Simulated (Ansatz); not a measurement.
`C[O][Zr]1234([F])([N](C)C)[C@H]5[C@@H]1[C@@H]2[C@@H]3[C@H]54`. The species carries charge 0 and has multiplicity 1. Zr: def2 effective core potential. Geometry: relaxed with PBE0-D4/def2-TZVP. It is one conformer, not always the lowest.

```xyz
26

C    -1.919   -0.664    2.614
O    -0.832   -0.757    1.757
Zr    0.554   -0.132    0.578
F     2.300   -0.487    1.350
N     0.424   -1.414   -1.002
C     1.478   -1.429   -1.983
C    -0.732   -2.162   -1.419
C     1.337    1.994   -0.546
C     0.038    1.738   -1.038
C    -0.868    1.898    0.030
C    -0.131    2.273    1.177
C     1.228    2.331    0.822
H    -2.380    0.330    2.565
H    -2.680   -1.406    2.347
H    -1.612   -0.850    3.649
H     1.162   -0.992   -2.944
H     2.351   -0.866   -1.634
H     1.823   -2.453   -2.185
H    -1.173   -1.760   -2.345
H    -0.477   -3.214   -1.612
H    -1.501   -2.145   -0.644
H     2.255    1.943   -1.114
H    -0.214    1.456   -2.050
H    -1.939    1.757   -0.019
H    -0.540    2.458    2.160
H     2.051    2.553    1.484
```

**Question.** What is the dipole moment at r2SCAN/def2-TZVPP? (Estimate.)

**Answer.** The calculation gave: 2.46 D, with components (-2.25, 0.58, -0.83) D in this frame, pointing from negative to positive charge.

**Question.** And with PBE, B3LYP, ωB97M-V? (Estimate.)

**Answer.** Computed: PBE 2.42 D, B3LYP 2.53 D, ωB97M-V 2.52 D.

**Question.** Give the Mulliken charges with r2SCAN, B3LYP, PBE in def2-TZVPP. (An estimate is asked.)

**Answer.** Ansatz gave: 
```
atom  r2SCAN  B3LYP    PBE
  C1    0.00  -0.12  -0.14
  O2   -0.47  -0.47  -0.39
 Zr3    1.04   1.08   0.84
  F4   -0.41  -0.41  -0.36
  N5   -0.36  -0.36  -0.28
  C6   -0.04  -0.17  -0.17
  C7   -0.04  -0.18  -0.17
  C8   -0.16  -0.19  -0.16
  C9   -0.13  -0.14  -0.13
 C10   -0.13  -0.17  -0.14
 C11   -0.16  -0.19  -0.17
 C12   -0.11  -0.13  -0.12
 H13    0.04   0.08   0.08
 H14    0.05   0.10   0.10
 H15    0.06   0.10   0.10
 H16    0.04   0.07   0.07
 H17    0.05   0.08   0.08
 H18    0.05   0.09   0.09
 H19    0.03   0.07   0.07
 H20    0.04   0.08   0.08
 H21    0.04   0.08   0.08
 H22    0.12   0.14   0.13
 H23    0.10   0.13   0.12
 H24    0.11   0.13   0.12
 H25    0.11   0.13   0.12
 H26    0.12   0.15   0.14
```

B3LYP here is the variant with VWN-RPA as its local correlation; programs differ in this.
